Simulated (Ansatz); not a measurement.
Basis-set series for GeH₁₄Si₅ (`[SiH3][SiH2][SiH2][SiH2][GeH2][SiH3]`). Charge 0, multiplicity 1. All single points use the PBE0-D4/def2-TZVP geometry. It is one conformer, not always the lowest.

Z-matrix (Å, degrees):
```
Si
Si 1 2.339
H 1 1.488 2 109.8
H 1 1.487 2 111.7 3 120.7
H 1 1.488 2 109.4 3 -118.6
Si 2 2.337 1 109.1 3 50.0
H 2 1.490 1 109.9 3 -68.8
H 2 1.490 1 109.9 3 172.2
Si 6 2.337 2 108.9 1 -54.5
H 6 1.490 2 109.8 1 66.4
H 6 1.490 2 110.4 1 -174.2
Ge 9 2.385 6 110.3 2 -50.3
H 9 1.489 6 109.7 2 69.8
H 9 1.490 6 110.3 2 -171.3
Si 12 2.381 9 113.5 6 84.2
H 12 1.542 9 109.3 6 -38.3
H 12 1.542 9 109.2 6 -155.2
H 15 1.486 12 109.7 9 54.2
H 15 1.487 12 109.8 9 173.8
H 15 1.486 12 111.0 9 -66.2
```

```
functional       basis  functions  energy (Eh)  HOMO (eV)  LUMO (eV)
   PBE0-D4  def2-TZVPP        454  -3532.06886      -7.78      -0.57
   PBE0-D4  def2-QZVPP        859  -3532.16192      -7.78      -0.63
   ωB97M-V  def2-TZVPP        454  -3532.65585      -9.71       1.14
   ωB97M-V  def2-QZVPP        859  -3532.74530      -9.70       0.92
```

Problem. Give the rows for def2-SVP. (Best estimate.)

Solution. The calculation gave: 
```csv
functional,basis,functions,energy (Eh),HOMO (eV),LUMO (eV)
PBE0-D4,def2-SVP,192,-3531.30078,-7.85,-0.43
ωB97M-V,def2-SVP,192,-3531.88186,-9.73,1.36
```

Positive LUMOs are unbound and depend on the basis. Scalar relativity is left out up to krypton.

Computed with Ansatz.
